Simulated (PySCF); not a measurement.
## Heteronuclear NMR

Bonds (- single, = double, # triple, : aromatic): O1=C2 1.171 Å, C2-F3 1.336 Å, C2-C4 1.556 Å, C4-F5 1.334 Å, C4-F6 1.334 Å, C4-F7 1.329 Å.

Theoretical values (PySCF 2.14.0 with density-fitted response routines): geometry: GFN2-xTB, GIAO PBE0/pcSseg-1 shieldings, B3LYP/pcJ-1 coupling constants. In vacuum, averaged over atoms made equivalent by symmetry, fast rotation or ring inversion, relativity neglected, one computed conformer.

(1) Where does 19F resonate?

(2) What are the 17O shifts?

Answers

(1) 
```csv
atoms,environment,σ (ppm),δ (ppm)
F3,fluorine bonded to C,144.9,15.3
F5/F6/F7,fluorine of a CF3 group,257.5,-71.7
```

Shieldings were converted by a linear fit to measured shifts: 19F: δ = 146.13 − 0.903σ +14.6 on sp3 carbon (rms 6.0 ppm, 223 shifts, 7.0 ppm with the 5 outliers that the fit left out vs CFCl3, solution or neat liquid). A few per cent of atoms miss by over 2 rms, more outside the fitted compound classes. Couplings are scaled by factors fitted to measured values: 1J(C,F) × 0.77 (rms 8.7 Hz), 2J(C,F) × 1.14 (rms 1.9 Hz, 10.1 with 1 outliers); all others are unscaled and can be 10–30 % off.

Couplings (the largest are listed; each averaged over equivalent pairs): 1J(C2,F3) = -350.5 Hz, 1J(C4,F5) = -281.7 Hz, 2J(F3,C4) = 114.7 Hz, 2J(O1,F3) = 73.6 Hz, 2J(F5,F6) = 69.9 Hz, 2J(C2,F5) = 58.8 Hz, 3J(F3,F5) = 9.6 Hz.

On a 600 MHz spectrometer 19F resonates near 564.6 MHz, so 1 ppm is 564.6 Hz.

(2) 
```csv
atoms,environment,σ (ppm),δ (ppm)
O1,carbonyl oxygen,-123.7,379.4
```

Shieldings were converted by a linear fit to measured shifts: 17O: δ = 266.70 − 0.911σ (rms 10.7 ppm, 155 shifts, 12.2 ppm with the 3 outliers that the fit left out vs liquid water, solution or neat liquid). Occasional misses reach two or three times the rms, and more in compound classes unlike the fitted ones. Couplings are scaled by factors fitted to measured values: 1J(C,F) × 0.77 (rms 8.7 Hz), 2J(C,F) × 1.14 (rms 1.9 Hz, 10.1 with 1 outliers); all others are unscaled and can be 10–30 % off.

Couplings (the largest are listed; each averaged over equivalent pairs; quadrupolar broadening usually hides them): 1J(O1,C2) = 22.0 Hz, 2J(O1,F3) = 73.6 Hz, 2J(O1,C4) = -5.5 Hz.

On a 600 MHz spectrometer 17O resonates near 81.3 MHz, so 1 ppm is 81.3 Hz.
